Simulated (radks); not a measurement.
The table gives one normalised radial function P(r) = r R(r) of Ba11+ in [Kr] 4d9 (r in bohr). Method: scalar-relativistic Kohn-Sham, r2SCAN, spin-polarised, spherical densities, finite nucleus; open shells are filled with parallel spins first (spin-orbit coupling, left out, can overturn this in heavy ions); meta-GGA in the generalised Kohn-Sham scheme; Fermi nuclear charge, rms radius 4.8378 fm; computed with a radial shooting solver on a logarithmic mesh with Libxc functionals.

r         P
0.001905   0.0000
0.002165   0.0000
0.002461   0.0001
0.002797   0.0001
0.003154   0.0001
0.003585   0.0002
0.004074   0.0002
0.00463    0.0003
0.005221   0.0004
0.005934   0.0006
0.006744   0.0009
0.007665   0.0013
0.008642   0.0018
0.009822   0.0026
0.01116    0.0036
0.01269    0.0051
0.01431    0.0070
0.01626    0.0099
0.01848    0.0138
0.021      0.0192
0.02368    0.0260
0.02691    0.0358
0.03059    0.0489
0.03477    0.0662
0.0392     0.0873
0.04455    0.1161
0.05063    0.1525
0.05755    0.1976
0.06489    0.2485
0.07375    0.3120
0.08382    0.3842
0.09526    0.4626
0.1074     0.5378
0.1221     0.6138
0.1387     0.6765
0.1577     0.7147
0.1778     0.7176
0.2021     0.6737
0.2297     0.5715
0.261      0.4058
0.2943     0.1952
0.3345    -0.0773
0.3802    -0.3790
0.4321    -0.6815
0.4872    -0.9349
0.5537    -1.1427
0.6293    -1.2599
0.7153    -1.2745
0.8064    -1.2002
0.9166    -1.0459
1.042     -0.8432
1.184     -0.6262
1.335     -0.4369
1.517     -0.2706
1.724     -0.1501
1.96      -0.0735
2.21      -0.0332
2.511     -0.0122

Which n and l does it have? It may be an empty orbital.

Answer. n = 4, l = 2: the number of nodes gives n - l - 1 = 1, the rise at small r (about r^(l+1), flatter next to the nucleus through relativity) gives l, and the extent must fit the shell. The curve is that of 4d down; the table hardly tells the two spins apart. 4d down: eigenvalue -257.31 eV, 1 radial node at r = 0.323 bohr, <r> = 0.763 bohr, 90 % of the charge inside 1.13 bohr.
